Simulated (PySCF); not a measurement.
Orbital picture of LiCa

PBE0 at R = 3.434 Å; Li x2c-TZVPall, Ca x2c-TZVPall; spin-free X2C with a Gaussian nucleus (PySCF 2.14). State: ²Σ⁺ (doublet), unpaired electrons σ ↑. Only the outer orbitals are listed, counted within each symmetry.

| spin | orbital | occ. | ε (eV) | on Li (%) | main shells (%) |
| --- | --- | --- | --- | --- | --- |
| α | 4σ | 1 | -55.34 | 100 | 100 Li s |
| α | 5σ | 1 | -50.92 | 0 | 100 Ca s |
| α | 2π | 1 | -30.35 | 0 | 100 Ca p |
| α | 2π | 1 | -30.35 | 0 | 100 Ca p |
| α | 6σ | 1 | -30.28 | 0 | 100 Ca p |
| α | 7σ | 1 | -4.89 | 30 | 69 Ca s, 27 Li s |
| α | 8σ | 1 | -3.38 | 50 | 50 Li s, 27 Ca p, 20 Ca s |
| α | 3π | 0 | -1.27 | 27 | 71 Ca p, 27 Li p |
| α | 3π | 0 | -1.27 | 27 | 71 Ca p, 27 Li p |
| α | 9σ | 0 | -1.09 | 64 | 43 Li p, 37 Ca p, 20 Li s |
| β | 4σ | 1 | -55.15 | 100 | 100 Li s |
| β | 5σ | 1 | -50.88 | 0 | 100 Ca s |
| β | 2π | 1 | -30.32 | 0 | 100 Ca p |
| β | 2π | 1 | -30.32 | 0 | 100 Ca p |
| β | 6σ | 1 | -30.21 | 0 | 100 Ca p |
| β | 7σ | 1 | -4.55 | 18 | 77 Ca s, 13 Li s |
| β | 8σ | 0 | -1.65 | 42 | 42 Li s, 32 Ca p, 20 Ca s |
| β | 3π | 0 | -1.09 | 17 | 72 Ca p, 17 Li p, 11 Ca d |
| β | 3π | 0 | -1.09 | 17 | 72 Ca p, 17 Li p, 11 Ca d |

Which are the highest filled and the lowest empty level, where do they sit, and how wide is the gap?

Highest filled α 8σ at -3.38 eV (in %: 50 Li s, 27 Ca p, 20 Ca s); lowest empty β 8σ at -1.65 eV (in %: 42 Li s, 32 Ca p, 20 Ca s); the gap at PBE0 is 1.73 eV.

The bond order (Mayer) is 0.70. The ⟨S²⟩ is 0.776 and the charge on Li (Mulliken, basis-dependent) is 0.02. The charge on Li (Löwdin, basis-dependent) is 0.00, the dipole moment (positive dipole means Li(−)Ca(+)) is -0.60 D and the polarisability along the bond is 500.9 bohr³. The polarisability across the bond is 208.7 bohr³.

The state was picked by a PBE0 search and need not be the measured ground state.
